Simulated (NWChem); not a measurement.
Molecule: CH4ClFOSi; SMILES O[Si@@H](Cl)CF

```xyz
9

O     -1.8313     0.1016    -0.2516
Si    -0.3150    -0.0502     0.3817
Cl     0.5297    -1.9052    -0.0765
C      0.9189     1.2255    -0.2891
F      0.4457     2.5033     0.0324
H     -1.9354     0.0958    -1.2137
H     -0.4874     0.0518     1.8413
H      1.9107     1.0911     0.1632
H      1.0433     1.1569    -1.3786
```
Atoms are numbered in this order, from 1.

All runs: NWChem. Pople sets run with spherical d functions. Coordinates come from a B3LYP/6-31G* (spherical d) optimisation. Level MN15/6-31G*: energy and gradient on several grids; changes count from the extra-fine grid, which is no exact limit either.

**Question.** Which is the coarsest grid (xfine; coarse; xcoarse; fine; medium) from which on the energy stays within 100 μHa and each gradient component within 200 μHa/bohr of xfine?

**Answer.** medium.
| grid | size of the energy change (μHa) | largest change of a gradient component (μHa/bohr) | time, medium = 1 (rough) |
|---|---|---|---|
| xcoarse | 40000 | 1000 | about 1 |
| coarse | 100 | 600 | about 1 |
| medium | < 10 | 80 | about 1 |
| fine | < 10 | < 30 | about 1 |
| xfine | < 10 | < 30 | 2 |
